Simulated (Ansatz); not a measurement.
A geometry optimisation of AlBGaH4Si+ with PBE0-D3(BJ)/def2-SVP

The starting geometry of this gas-phase singlet was optimised with GFN2-xTB.

```yaml
atoms:
  - { symbol: Al, position_ang: [0.2004, 0.2861, 2.8410] }
  - { symbol: B, position_ang: [0.3258, 0.5768, 0.4561] }
  - { symbol: Ga, position_ang: [0.4761, -1.6795, -2.2089] }
  - { symbol: Si, position_ang: [0.4642, 0.9997, -1.5267] }
  - { symbol: H, position_ang: [-0.3130, 1.3951, 1.1120] }
  - { symbol: H, position_ang: [-0.2161, -0.5234, 0.6288] }
  - { symbol: H, position_ang: [1.4336, 0.5044, 0.9698] }
  - { symbol: H, position_ang: [0.5071, 2.4946, -1.6235] }
```

Problem. Predict what it relaxes into with PBE0-D3(BJ)/def2-SVP.

Solution. A new bond forms, giving a structure given below by its coordinates. Contacts that close: Al1–B2 (2.41 → 2.26 Å).

The energy falls by 0.31 eV over 12 steps:

| step | E − E(last) (eV) |
| --- | --- |
| 1 | 0.308 |
| 2 | 0.203 |
| 3 | 0.161 |
| 5 | 0.071 |
| 6 | 0.043 |
| 7 | 0.023 |
| 8 | 0.008 |
| 10 | 0.000 |
| 11 | 0.000 |
| 12 | 0.000 |

Final geometry (Å):

```yaml
atoms:
  - { symbol: Al, position_ang: [0.3079, 0.6369, 2.9581] }
  - { symbol: B, position_ang: [0.1747, 0.5423, 0.7006] }
  - { symbol: Ga, position_ang: [0.6080, -1.3582, -3.3730] }
  - { symbol: Si, position_ang: [0.3896, 0.5526, -1.2700] }
  - { symbol: H, position_ang: [-0.3990, 1.5475, 1.1277] }
  - { symbol: H, position_ang: [-0.2636, -0.4963, 1.2004] }
  - { symbol: H, position_ang: [1.3859, 0.6487, 0.9743] }
  - { symbol: H, position_ang: [0.6745, 1.9802, -1.6694] }
```

Frequencies at the end are all real (lowest 32 cm⁻¹). Run with Ansatz 0.2.0, 36 s on 2 threads of Intel(R) Xeon(R) Platinum 8259CL CPU @ 2.50GHz (Skylake/Cascade Lake), with other jobs on the host.
